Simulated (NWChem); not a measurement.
**Dipole moment of HCl₃Si**

```
Si
H 1 1.4749
Cl 1 2.0577 2 109.48
Cl 1 2.0577 2 109.48 3 120.00
Cl 1 2.0577 2 109.49 3 -120.00
```
Charge 0, spin multiplicity 1.

Program: NWChem. Structure: optimised with B3LYP/def2-SVP, a minimum by its harmonic frequencies.

Basis set: 6-31G*. The CCSD dipole comes from the Λ equations, without orbital relaxation.

The correlated methods keep 20 core orbitals frozen. B3LYP has NWChem's definition, with VWN1-RPA local correlation. The Pople sets run with spherical d functions. The structure started from a generated list of species. Coupled-cluster values serve here as a point of comparison, not as the truth.

### Question
For the dipole moment, HF gives 1.44 D and B3LYP gives 1.19 D. What do PBE, BHandHLYP, CCSD give?

### Answer
PBE: 1.11 D; BHandHLYP: 1.31 D; CCSD: 1.26 D.
